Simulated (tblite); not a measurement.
Species: C₉H₇OP.
SMILES with atom numbers: `[CH2:1]=[CH:2][c:3]1[o:4][c:5]2[cH:6][cH:7][cH:8][cH:9][c:10]2[p:11]1` (hydrogens: H12, H13 on C1; H14 on C2; H15 on C6; H16 on C7; H17 on C8; H18 on C9)

Structure used (GFN2-xTB), in Å, numbered top down from 1:
```xyz
18
C9H7OP angstrom
C      3.7930    0.0506    0.0407
C      2.9382   -0.6285   -0.7236
C      1.5076   -0.5340   -0.6251
O      0.9797    0.2994    0.3034
C     -0.3626    0.2757    0.2706
C     -1.1702    1.0327    1.1108
C     -2.5369    0.9183    0.9780
C     -3.0996    0.0663    0.0263
C     -2.3037   -0.6846   -0.8083
C     -0.9161   -0.5870   -0.6943
P      0.3832   -1.4049   -1.6026
H      3.4452    0.7302    0.8002
H      4.8575   -0.0549   -0.0722
H      3.2890   -1.3112   -1.4859
H     -0.7207    1.6867    1.8412
H     -3.1826    1.4974    1.6206
H     -4.1744   -0.0016   -0.0522
H     -2.7352   -1.3443   -1.5458
```

Computed values, GFN2-xTB/tblite, gas phase, harmonic and unscaled. Against measured fundamentals such values can be off by several per cent, at times by over 20. One conformer, not necessarily the lowest.

Harmonic wavenumbers (cm⁻¹): 76.8, 143.4, 147.6, 183.5, 268.8, 322.8, 402.1, 410.8, 446.3, 468.5, 501.1, 521.1, 617.7, 661.9, 675.2, 709.1, 772.5, 772.6, 853.1, 869.1, 873.9, 905.6, 923.3, 995.6, 1017.3, 1049.3, 1066.7, 1147.6, 1168.6, 1183.7, 1229.4, 1251.4, 1263.4, 1301.7, 1349.7, 1401.8, 1412.9, 1442.0, 1555.2, 1588.9, 1632.7, 3065.6, 3081.6, 3088.9, 3096.1, 3105.0, 3111.8, 3143.0.

A = 2358, B = 712.0, C = 546.9 MHz; mass 162.023 u (most abundant isotopes); point group Cs, symmetry number 1.

Q: Zero-point energy?

A: ½Σν̃ = 28638 cm⁻¹ = 342.59 kJ/mol.

Q: Entropy at 273.15 K, 1 bar (ideal gas, RRHO, classical rotation)?

A: Translation 170.49, rotation 125.42, vibration 84.23: S = 380.1 J/(mol K).

Q: And Cp and H(273.15 K) − H(0)?

A: Cp = 146.47 J/(mol K), of which vibrations give 113.21 (their classical limit is 48 R = 399.1); H(273.15 K) − H(0) = 22.72 kJ/mol without the zero-point energy, 13.63 from vibrations.

Q: How do the functions run with temperature in this model?

A: 
| T (K) | S (J/(mol K)) | Cp (J/(mol K)) | H − H(0) (kJ/mol) | G − H(0) (kJ/mol) | ln q(vib) |
| --- | --- | --- | --- | --- | --- |
| 100 | 281.7 | 65.2 | 4.60 | -23.57 | 0.78 |
| 200 | 340.4 | 110.5 | 13.32 | -54.76 | 2.58 |
| 300 | 394.5 | 159.5 | 26.83 | -91.52 | 4.72 |
| 500 | 496.4 | 241.2 | 67.44 | -180.77 | 9.48 |
| 800 | 627.0 | 312.1 | 151.61 | -349.98 | 16.73 |
| 1000 | 699.8 | 340.2 | 217.00 | -482.82 | 21.29 |

q(vib) and H(0) count from the zero-point level.

Q: What must be added to the electronic energy to get the Gibbs energy at 273.15 K and 1 bar?

A: ZPE + [H(273.15 K) − H(0)] − T·S = 342.59 + 22.72 − 103.83 = 261.48 kJ/mol.

Q: Blend soft modes into free rotors: weight 1/[1 + (100 cm⁻¹/ν̃)⁴] for the oscillator and the rest for a rotor with moment μB/(μ + B), μ = h/(8π²ν), B = 10⁻⁴⁴ kg m². What vibrational entropy results?

A: 81.68 J/(mol K) in place of 84.23, which changes −T·S at 273.15 K by +0.70 kJ/mol.

Hindered rotation and anharmonicity are outside this model. Other conformers, if any are populated, would add a mixing term that is left out.
